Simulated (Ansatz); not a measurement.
Consider the formal exchange of groups at a C–S bond: `FCC(=S)S` + `[SiH3]S` → `FCC(=S)[SiH2]S` + H₂S.

Isolated molecules relaxed with PBE0-D4/def2-TZVP in Ansatz; ΔE leaves out vibrations. CCSD(T)/CBS adds triple-zeta CCSD(T) − MP2 to the extrapolated MP2 energy (def2 sets, frozen cores). This one scheme is used for every species. Functionals use def2-TZVPP. One conformer a species, not always the lowest.

`FCC(=S)S`:

```xyz
8

F    -0.404   -0.845    1.334
C    -0.462    0.329    0.612
C     0.281    0.286   -0.699
S     0.303    1.612   -1.635
S     1.077   -1.167   -1.162
H    -1.511    0.552    0.406
H    -0.037    1.129    1.223
H     0.753   -1.897   -0.078
```

`[SiH3]S`:

Z-matrix (Å, degrees):
```
Si
S 1 2.137
H 1 1.485 2 111.6
H 1 1.485 2 111.6 3 -122.0
H 1 1.482 2 104.8 3 119.0
H 2 1.344 1 94.7 3 60.9
```

`FCC(=S)[SiH2]S`:

Cartesian coordinates in Å:
```
F -1.617 0.971 -1.074
C -0.554 1.548 -0.407
C 0.330 0.507 0.199
S 1.640 0.941 1.036
Si -0.194 -1.312 -0.085
S 1.231 -2.551 0.872
H 0.012 2.154 -1.121
H -0.953 2.205 0.372
H -0.244 -1.544 -1.549
H -1.554 -1.482 0.482
H 1.901 -1.438 1.276
```

H₂S:

```xyz
3

S     0.199    0.203    0.550
H     0.505    0.510   -0.719
H    -0.704   -0.713    0.168
```

Is it downhill or uphill in electronic energy at CCSD(T)/CBS, and by how much? (An estimate is asked.)

The calculation gave: Downhill: ΔE = -3.9 kcal/mol.

What do these levels give: PBE, r2SCAN, PBE0, MP2/def2-TZVPP, CCSD/def2-TZVPP, CCSD/CBS(def2)? (Best estimate.)

The calculation gave: PBE 0.3, r2SCAN -0.3, PBE0 -0.8, MP2/def2-TZVPP -3.0, CCSD/def2-TZVPP -4.1, CCSD/CBS(def2) -4.1 kcal/mol.

Largest T1 diagnostic among the species: 0.016.

In def2-TZVPP, CCSD(T) changes the Hartree–Fock value by −2.5 kcal/mol (the triples alone add +0.2 kcal/mol) and MP2 by −1.6 kcal/mol. The D4 term adds −1.8 kcal/mol with B3LYP and −1.0 kcal/mol with PBE0; it sums over pairs of atoms, weighted by their polarisabilities, and B3LYP, whose exchange is more repulsive, gets the larger term. From PBE to PBE0 (25 % exact exchange), in def2-TZVPP and without D4, ΔE moves by −1.1 kcal/mol.

B3LYP here is the variant with VWN-RPA as its local correlation; programs differ in this.
